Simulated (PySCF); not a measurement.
## Excitation energy of Ar+ by level of theory

Ar+ [Ne] 3s2 3p5 (2P) → Ar+ [Ne] 3s1 3p5 3d1 (high-spin determinant), as a difference of total energies. Computed with PySCF 2.14 in aug-cc-pwCVTZ (8s7p5d3f, 75 functions), with no relativity, point nucleus. Correlated levels: valence: [Ne] frozen; valence and next inner shell: 1s2 frozen; nothing frozen. The calculations carry no spin-orbit coupling.

```csv
method,excitation energy (eV)
UHF,32.792
PBE0,31.522
r2SCAN,31.281
M06-L,31.647
MN15,30.910
M06,31.845
MP2 (valence),32.019
SCS-MP2 (valence),31.924
MP2 (valence and next inner shell),31.985
SCS-MP2 (valence and next inner shell),31.889
MP2 (all electrons),31.978
SCS-MP2 (all electrons),31.884
```

Task: How much does correlation contribute at MP2 (all electrons)?

Result: 31.978 − (32.792) = -0.814 eV, measured against UHF.

The upper state lies above the first ionisation limit, where it may autoionise and the basis confines it.

The promoted electron is Rydberg-like, and one or two diffuse shells describe it only roughly, which tends to raise the upper state.

The determinant of the upper state mixes LS terms, which raises its energy above the lowest term, most at the Hartree-Fock and MP2 levels.
